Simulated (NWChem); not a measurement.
System: BH2O2F; SMILES OB(O)F

NWChem input:

```
start job
memory heap 200 mb stack 900 mb global 1100 mb
geometry units angstroms noautoz
  B     -0.040295    -0.000103     0.000000
  F      1.304586     0.002453     0.000000
  O     -0.715472    -1.169296     0.000000
  H     -0.127434    -1.929930     0.000000
  O     -0.719910     1.166517     0.000000
  H     -0.134762     1.929378     0.000000
end
basis spherical
  * library def2-svpd
end
dft
  xc xcamb88 1.00 lyp 0.81 vwn_5 0.19 hfexch 1.00
  cam 0.33 cam_alpha 0.19 cam_beta 0.46
  iterations 150
end
tddft
  cis
  nroots 6
  notriplet
end
task tddft energy
```

Output (shortened):

```
             Northwest Computational Chemistry Package (NWChem) 7.3.0
             --------------------------------------------------------

 C2V symmetry detected

                             Geometry "geometry" -> ""
                             -------------------------

 Output coordinates in angstroms (scale by  1.889725989 to convert to a.u.)

  No.       Tag          Charge          X              Y              Z
 ---- ---------------- ---------- -------------- -------------- --------------
    1 B                    5.0000     0.00000000     0.00000000    -0.03387466
    2 F                    9.0000     0.00000000     0.00000000     1.31100877
    3 O                    8.0000    -1.16790861     0.00000000    -0.71127188
    4 H                    1.0000    -1.92965748     0.00000000    -0.12467782
    5 O                    8.0000     1.16790861     0.00000000    -0.71127188
    6 H                    1.0000     1.92965748     0.00000000    -0.12467782

 Effective nuclear repulsion energy (a.u.)     114.5200476944

      Symmetry information
      --------------------

 Group name             C2v
 Group number             16
 Group order               4
 No. of unique centers     4

                                 NWChem DFT Module
                                 -----------------

 Summary of "ao basis" -> "ao basis" (spherical)
 ------------------------------------------------------------------------------
       Tag                 Description            Shells   Functions and Types
 ---------------- ------------------------------  ------  ---------------------
 B                         def2-svpd                 8       20   4s2p2d
 F                         def2-svpd                 9       23   4s3p2d
 O                         def2-svpd                 9       23   4s3p2d
 H                         def2-svpd                 4        8   2s2p

      Symmetry analysis of basis
      --------------------------

        a1         43
        a2         13
        b1         31
        b2         18

            General Information
            -------------------
          SCF calculation type: DFT
          Wavefunction type:  closed shell.
          No. of atoms     :     6
          No. of electrons :    32
           Alpha electrons :    16
            Beta electrons :    16
          Charge           :     0
          Spin multiplicity:     1
          Use of symmetry is: off; symmetry adaption is: on
          Maximum number of iterations: 150
          AO basis - number of functions:   105
                     number of shells:    43
          Convergence on energy requested:  1.00D-06
          Convergence on density requested:  1.00D-05
          Convergence on gradient requested:  5.00D-04

              XC Information
              --------------
                     Hartree-Fock (Exact) Exchange  1.000
                   CAM-Becke88 Exchange Functional  1.000
                      VWN V Correlation Functional  0.190 local
              Lee-Yang-Parr Correlation Functional  0.810

           Range-Separation Parameters
           ---------------------------
           Alpha           :  0.19
           Beta            :  0.46
           Gamma           :  0.33
           Short-Range HF  :     F

             Grid Information
             ----------------
          Grid used for XC integration:  medium
          Radial quadrature: Mura-Knowles
          Angular quadrature: Lebedev.
          Tag              B.-S. Rad. Rad. Pts. Rad. Cut. Ang. Pts.
          ---              ---------- --------- --------- ---------
          B                   0.85       49           9.0       434
          F                   0.50       49          10.0       434
          O                   0.60       49          10.0       434
          H                   0.35       45          11.0       434
          Grid pruning is: on
          Number of quadrature shells:   286
          Spatial weights used:  Erf1

      Superposition of Atomic Density Guess
      -------------------------------------

 Sum of atomic energies:        -274.18850537

      Non-variational initial energy
      ------------------------------

 Total energy =    -275.553799
 1-e energy   =    -604.843505
 2-e energy   =     214.769659
 HOMO         =      -0.504815
 LUMO         =       0.016297

      Symmetry analysis of molecular orbitals - initial
      -------------------------------------------------

  Numbering of irreducible representations:

     1 a1          2 a2          3 b1          4 b2

  Orbital symmetries:

     1 a1          2 a1          3 b1          4 a1          5 a1
     6 a1          7 b1          8 a1          9 a1         10 b1
    11 b2         12 b1         13 a1         14 b2         15 b1
    16 a2         17 a1         18 b1         19 b2         20 a1
    21 a1         22 b2         23 b1         24 a1         25 a1
    26 a2

 !! scf_movecs_sym_adapt:   13 vectors were symmetry contaminated

  Symmetry fudging

   convergence    iter        energy       DeltaE   RMS-Dens  Diis-err
 ---------------- ----- ----------------- --------- --------- ---------
 d= 0,ls=0.0,diis     1   -276.1493451204 -3.91D+02  1.54D-02  9.27D-01

 !! scf_movecs_sym_adapt:    8 vectors were symmetry contaminated

  Symmetry fudging
 d= 0,ls=0.0,diis     2   -276.1763979465 -2.71D-02  5.32D-03  9.11D-01
 d= 0,ls=0.0,diis     3   -276.2506272902 -7.42D-02  8.06D-04  1.23D-02
 d= 0,ls=0.0,diis     4   -276.2517532543 -1.13D-03  2.27D-04  1.18D-03
 d= 0,ls=0.0,diis     5   -276.2518421512 -8.89D-05  8.46D-05  2.51D-04
  Resetting Diis
 d= 0,ls=0.0,diis     6   -276.2518622546 -2.01D-05  2.53D-05  6.08D-06
 d= 0,ls=0.0,diis     7   -276.2518629904 -7.36D-07  8.17D-06  2.71D-07

         Total DFT energy =     -276.251862990399
      One electron energy =     -608.012296728931
           Coulomb energy =      249.678317478205
    Exchange-Corr. energy =      -32.437931434091
 Nuclear repulsion energy =      114.520047694418

 Numeric. integr. density =       32.000004009329

                  Occupations of the irreducible representations
                  ----------------------------------------------

                     irrep           alpha         beta
                     --------     --------     --------
                     a1                8.0          8.0
                     a2                1.0          1.0
                     b1                5.0          5.0
                     b2                2.0          2.0

[...]

                                NWChem TDDFT Module
                                -------------------

            General Information
            -------------------
           No. of orbitals :     210
            Alpha orbitals :     105
             Beta orbitals :     105
        Alpha frozen cores :       0
         Beta frozen cores :       0
     Alpha frozen virtuals :       0
      Beta frozen virtuals :       0
         Spin multiplicity :       1
    Number of AO functions :     105
        Use of symmetry is : off
      Symmetry adaption is : on
         Schwarz screening :  0.10D-07

              XC Information
              --------------
              Hartree-Fock (Exact) Exchange   1.00
            CAM-Becke88 Exchange Functional   1.00
               VWN V Correlation Functional   0.19 local
       Lee-Yang-Parr Correlation Functional   0.81
           Alpha           :  0.19
           Beta            :  0.46
           Gamma           :  0.33

             TDDFT Information
             -----------------
          Calculation type : Tamm-Dancoff TDDFT
         Wavefunction type : Restricted singlets
          No. of electrons :      32
           Alpha electrons :      16
            Beta electrons :      16
              No. of roots :       6
          Max subspacesize :    5200
            Max iterations :     100
               Target root :       1
           Target symmetry : none
      Symmetry restriction : off
                 Algorithm : Optimal
        Davidson threshold :  0.10D-03

    6 smallest eigenvalue differences (eV)
--------------------------------------------------------
  No. Spin  Occ  Vir  Irrep   E(Occ)    E(Vir)   E(Diff)
--------------------------------------------------------
    1    1   16   17 a2       -0.417     0.013    11.718
    2    1   15   17 b1       -0.455     0.013    12.730
    3    1   14   17 b2       -0.462     0.013    12.932
    4    1   16   18 b2       -0.417     0.058    12.948
    5    1   13   17 a1       -0.467     0.013    13.070
    6    1   15   18 a1       -0.455     0.058    13.961
--------------------------------------------------------

  Entering Davidson iterations
  Restricted singlet excited states

  Iter   NTrls   NConv    DeltaV     DeltaE      Time
  ----  ------  ------  ---------  ---------  ---------
    1      6       0     0.57E-01   0.10+100       12.7
    2     12       0     0.45E-01   0.98E-02       12.6
    3     18       0     0.12E-01   0.32E-02       12.6
    4     24       0     0.94E-01   0.11E-02       12.6
    5     30       0     0.15E-01   0.15E-01       12.5
    6     36       2     0.75E-02   0.13E-02       12.4
    7     40       2     0.37E-02   0.20E-03       11.5
    8     44       5     0.22E-02   0.37E-04       11.4
    9     45       5     0.16E-02   0.14E-04       10.2
   10     46       5     0.11E-02   0.79E-05       10.2
   11     47       5     0.75E-03   0.25E-05       10.1
   12     48       5     0.83E-03   0.17E-05       10.2
   13     49       5     0.18E-03   0.50E-06       10.2
   14     50       6     0.78E-04   0.10E-07       10.3
  ----  ------  ------  ---------  ---------  ---------
  Convergence criterion met

  Ground state a1       -276.251862990399 a.u.

  ----------------------------------------------------------------------------
  Root   1 singlet a2             0.307497523 a.u.                8.3674 eV
  ----------------------------------------------------------------------------
     Transition Moments    X  0.00000   Y -0.00000   Z  0.00000
     Dipole Oscillator Strength                    0.0000000000
     Electric Quadrupole                           0.0000005230
     Magnetic Dipole                               0.0000014862
     Total Oscillator Strength                     0.0000020092

     Occ.   11  b2  ---  Virt.   18  b1      -0.05271
     Occ.   14  b2  ---  Virt.   18  b1       0.20960
     Occ.   16  a2  ---  Virt.   17  a1      -0.95668
     Occ.   16  a2  ---  Virt.   21  a1      -0.08711
     Occ.   16  a2  ---  Virt.   24  a1       0.10771
     Occ.   16  a2  ---  Virt.   26  a1      -0.09068
     Occ.   16  a2  ---  Virt.   27  a1       0.07363
  ----------------------------------------------------------------------------
  Root   2 singlet b2             0.335957992 a.u.                9.1419 eV
  ----------------------------------------------------------------------------
     Transition Moments    X  0.00000   Y  0.51629   Z  0.00000
     Dipole Oscillator Strength                    0.0597020311
     Electric Quadrupole                           0.0000001156
     Magnetic Dipole                               0.0000004097
     Total Oscillator Strength                     0.0597025564

     Occ.   11  b2  ---  Virt.   21  a1       0.05627
     Occ.   14  b2  ---  Virt.   17  a1      -0.65647
     Occ.   14  b2  ---  Virt.   20  a1       0.09911
     Occ.   14  b2  ---  Virt.   21  a1      -0.09683
     Occ.   14  b2  ---  Virt.   24  a1       0.05350
     Occ.   14  b2  ---  Virt.   26  a1      -0.06229
     Occ.   16  a2  ---  Virt.   18  b1       0.72114
     Occ.   16  a2  ---  Virt.   23  b1      -0.06272
     Occ.   16  a2  ---  Virt.   32  b1      -0.08508
  ----------------------------------------------------------------------------
  Root   3 singlet b1             0.343237307 a.u.                9.3400 eV
  ----------------------------------------------------------------------------
     Transition Moments    X -0.10952   Y -0.00000   Z  0.00000
     Dipole Oscillator Strength                    0.0027444946
     Electric Quadrupole                           0.0000001576
     Magnetic Dipole                               0.0000024644
     Total Oscillator Strength                     0.0027471165

     Occ.   12  b1  ---  Virt.   21  a1       0.05554
     Occ.   13  a1  ---  Virt.   18  b1      -0.28014
     Occ.   15  b1  ---  Virt.   17  a1      -0.93806
     Occ.   15  b1  ---  Virt.   20  a1       0.05315
     Occ.   15  b1  ---  Virt.   24  a1       0.08414
     Occ.   15  b1  ---  Virt.   26  a1      -0.08254
     Occ.   15  b1  ---  Virt.   27  a1       0.07906
     Occ.   16  a2  ---  Virt.   19  b2      -0.07169
  ----------------------------------------------------------------------------
  Root   4 singlet a1             0.355791786 a.u.                9.6816 eV
  ----------------------------------------------------------------------------
     Transition Moments    X -0.00000   Y -0.00000   Z -0.59622
     Dipole Oscillator Strength                    0.0843164545
     Electric Quadrupole                           0.0000000875
     Magnetic Dipole                               0.0000000000
     Total Oscillator Strength                     0.0843165420

     Occ.   12  b1  ---  Virt.   18  b1      -0.07525
     Occ.   13  a1  ---  Virt.   17  a1       0.88613
     Occ.   13  a1  ---  Virt.   21  a1       0.10819
     Occ.   13  a1  ---  Virt.   24  a1      -0.08125
     Occ.   13  a1  ---  Virt.   26  a1       0.06943
     Occ.   13  a1  ---  Virt.   27  a1      -0.06776
     Occ.   14  b2  ---  Virt.   19  b2      -0.06607
     Occ.   15  b1  ---  Virt.   18  b1       0.40257
  ----------------------------------------------------------------------------
  Root   5 singlet b2             0.372841108 a.u.               10.1455 eV
  ----------------------------------------------------------------------------
     Transition Moments    X  0.00000   Y -0.00263   Z  0.00000
     Dipole Oscillator Strength                    0.0000017240
     Electric Quadrupole                           0.0000001560
     Magnetic Dipole                               0.0000004932
     Total Oscillator Strength                     0.0000023732

     Occ.   11  b2  ---  Virt.   17  a1      -0.11828
     Occ.   11  b2  ---  Virt.   20  a1       0.05123
     Occ.   14  b2  ---  Virt.   17  a1      -0.72827
     Occ.   14  b2  ---  Virt.   20  a1      -0.06287
     Occ.   14  b2  ---  Virt.   21  a1       0.14653
     Occ.   14  b2  ---  Virt.   24  a1       0.09211
     Occ.   14  b2  ---  Virt.   27  a1       0.07563
     Occ.   16  a2  ---  Virt.   18  b1      -0.63444
     Occ.   16  a2  ---  Virt.   32  b1       0.05252
  ----------------------------------------------------------------------------
  Root   6 singlet a2             0.384043334 a.u.               10.4504 eV
  ----------------------------------------------------------------------------
     Transition Moments    X -0.00000   Y  0.00000   Z -0.00000
     Dipole Oscillator Strength                    0.0000000000
     Electric Quadrupole                           0.0000000008
     Magnetic Dipole                               0.0000001500
     Total Oscillator Strength                     0.0000001509

     Occ.   11  b2  ---  Virt.   18  b1      -0.05308
     Occ.   14  b2  ---  Virt.   18  b1       0.53742
     Occ.   14  b2  ---  Virt.   23  b1      -0.08086
     Occ.   14  b2  ---  Virt.   32  b1      -0.08565
     Occ.   15  b1  ---  Virt.   19  b2       0.08384
     Occ.   15  b1  ---  Virt.   22  b2       0.07908
     Occ.   16  a2  ---  Virt.   17  a1       0.17506
     Occ.   16  a2  ---  Virt.   20  a1       0.60011
     Occ.   16  a2  ---  Virt.   21  a1      -0.49889
     Occ.   16  a2  ---  Virt.   24  a1      -0.11569
     Occ.   16  a2  ---  Virt.   27  a1      -0.11104
     Occ.   16  a2  ---  Virt.   36  a1      -0.06436

[...]
```

Level: CAM-B3LYP/def2-SVPD, TDA. Structure relaxed at the PBE0/def2-SVP level.
